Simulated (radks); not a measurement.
The hafnium ion Hf2+, 70 electrons, occupied as [Xe] 4f14 5d2 (the NIST ground configuration).

Calculated with a radial shooting solver on a logarithmic mesh with Libxc functionals: scalar-relativistic Kohn-Sham, PBE, spin-polarised, spherical densities, point nucleus; open shells are filled with parallel spins first (spin-orbit coupling, left out, can overturn this in heavy ions).

Energy parts (eV):
total: -410277.77
kinetic: 449600.37
electron-nucleus: -1011172.15
Hartree: 159655.11
exchange-correlation: -8361.11

Orbitals (lengths in bohr, moments of r in powers of bohr; <r^-3> diverges for s and p1/2; r(max) is where P^2 peaks):
orbital  occ.  eigenvalue (eV)  <r^-3>   <1/r>       <r^4>   r(max)
1s up       1        -65303.54       -   83.84   6.617e-07  0.01190
1s down     1        -65303.55       -   83.84   6.617e-07  0.01190
2s up       1        -11180.49       -   19.57   0.0001006  0.06805
2s down     1        -11180.43       -   19.57   0.0001006  0.06805
2p up       3        -9818.154   17780   17.85  0.00007816  0.05567
2p down     3        -9818.102   17780   17.85  0.00007816  0.05567
3s up       1        -2559.078       -   7.241    0.003730   0.1921
3s down     1        -2559.076       -   7.241    0.003729   0.1921
3p up       3        -2152.156    3924   6.712    0.003987   0.1898
3p down     3        -2152.151    3924   6.712    0.003987   0.1898
3d up       5        -1670.859   510.0   6.350    0.003093   0.1546
3d down     5        -1670.826   510.0   6.350    0.003093   0.1546
4s up       1        -527.5651       -   3.067     0.08904   0.4373
4s down     1        -527.5307       -   3.067     0.08904   0.4373
4p up       3        -394.0920   899.7   2.792      0.1188   0.4582
4p down     3        -394.0622   899.5   2.792      0.1187   0.4582
4d up       5        -221.6852   99.17   2.475      0.1799   0.4710
4d down     5        -221.6448   99.17   2.476      0.1795   0.4710
4f up       7         -31.9076   15.50   1.914      0.9762   0.4547
4f down     7         -31.7245   15.60   1.922      0.9169   0.4545
5s up       1         -82.3641       -   1.169       3.153    1.017
5s down     1         -81.5996       -   1.176       3.084    1.014
5p up       3         -51.0685   117.6  0.9725       6.517    1.162
5p down     3         -49.9669   120.2  0.9806       6.344    1.156
5d up       2         -17.3321   5.431  0.6108       48.79    1.645
5d down     0         -15.7847   5.564  0.6142       48.69    1.626

The highest occupied level is 5d up at -17.332 eV. For comparison, the ionisation energy in NIST's Atomic Spectra Database is 22.55 eV (theoretical). In exact Kohn-Sham theory the highest level is minus the ionisation energy, but local and semilocal functionals leave it too shallow, through self-interaction and a potential that decays too fast; potentials with the right tail come closer. Summed over all electrons, <r^2> = 40.19 bohr^2, which gives a Langevin (diamagnetic) susceptibility term of -31.8 x 10^-6 cm^3/mol. Spin moment in Bohr magnetons: 2.
